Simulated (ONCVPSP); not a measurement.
# Varying the ONCV potential for iridium

Base potential:

* Element: iridium (Ir)
* Generator: ONCVPSP 4.0.1
* Type: optimised norm-conserving Vanderbilt (ONCV)
* Functional: PBE
* Relativity: scalar-relativistic
* Frozen core: [Kr] 4d10 4f14
* Valence charge: 17
* Reference configuration: 5s2 5p6 5d7 6s2
* Partial waves: 5s+6s: rc 1.85 bohr, ncon 3, nbas 8, qcut 5.2 1/bohr, 2 projectors; 5p: rc 1.45 bohr, ncon 4, nbas 8, qcut 11.7 1/bohr, 2 projectors, debl 0.5 Ha; 5d: rc 1.65 bohr, ncon 3, nbas 6, qcut 6.5 1/bohr, 1 projector; f scattering state at 0.05 Ha: rc 1.50 bohr, ncon 3, nbas 7, qcut 8.5 1/bohr, 2 projectors, debl 1.3 Ha
* Local potential: polynomial inside 1.20 bohr (lpopt 5, dvloc0 0 Ha)
* Core correction: Teter function, fcfact 5.25, rcfact 1.2

In the p channel the program set the typed energies aside and used -2.010, 0.250 Ha.

Cutoffs, loose and tight: the cutoffs (Ha) at which the residual kinetic energy of the hardest occupied pseudo-wave falls to 1 and 0.1 mHa per electron. They do not see the model core or the augmentation charge, which bear on the density cutoff. Test errors are all-electron minus pseudo excitation energies from the reference, over the configurations 5s2 5p6 5d7 6s1; 5s2 5p6 5d7 6s0; 5s2 5p6 5d6 6s0; 5s2 5p6 5d8 6s1. A dash means not determined; rows that change the core or the reference have their own tests.

A true bound ghost makes a file unfit for plane-wave use even where its test errors are small: the radial tests pick states by their node count and pass the ghost by.

```csv
change,outcome,"cutoff, loose","cutoff, tight",bound ghosts,GHOST(+) flags above zero,largest test error (meV)
base,"generated, projector energies reset by the program",39 Ha,47 Ha,f,s,-22
"core correction Teter function, fcfact 5.25, rcfact 1","generated, projector energies reset by the program",39 Ha,47 Ha,f,s,-21
"core correction Teter function, fcfact 5.25, rcfact 1.14","generated, projector energies reset by the program",39 Ha,47 Ha,f,s,-22
"core correction Teter function, fcfact 5.25, rcfact 1.26","generated, projector energies reset by the program",39 Ha,47 Ha,f,s,-23
"core correction Teter function, fcfact 5.25, rcfact 1.44","generated, projector energies reset by the program",39 Ha,47 Ha,f,s,-27
"core correction Teter function, fcfact 5.25, rcfact 1.6","generated, projector energies reset by the program",39 Ha,47 Ha,f,s,-43
"core correction Teter function, fcfact 5.25, rcfact 1.7","generated, projector energies reset by the program",39 Ha,47 Ha,f,s,-70
"core correction Teter function, fcfact 5.25, rcfact 1.88","generated, projector energies reset by the program",39 Ha,47 Ha,f,s,-179
"core correction Teter function, fcfact 5.25, rcfact 2.02","generated, projector energies reset by the program",39 Ha,47 Ha,f,s,-332
```

Reading the sweep of the rcfact (base included, trends over the rows without a ghost): Bound ghosts are found at 1, 1.14, 1.2, 1.26, 1.44, 1.6, 1.7, 1.88, 2.02. Every judged row has one, so this setting neither creates nor removes them.
